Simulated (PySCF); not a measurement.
Correlation energy of Ti (titanium, neutral)

[Ar] 3d2 4s2, high-spin 3F determinant. Calculation: PySCF 2.14, in x2c-QZVPPall; scalar relativity by spin-free X2C-1e. Frozen: [Ne]; 12 electrons correlated.

```tsv
level	correlation energy (mhartree)
CCSD	-344.01
(T)	-11.53
CCSD(T)	-355.54
```

Diagnostics: T1 = 0.022, D1 = 0.0825, largest double amplitude 0.067.

**Question.** Is a single reference adequate?

**Answer.** Yes: T1 lies below 0.03 and no double amplitude reaches 0.07.

This basis was not built for core-valence correlation, so the inner-shell part is incomplete.
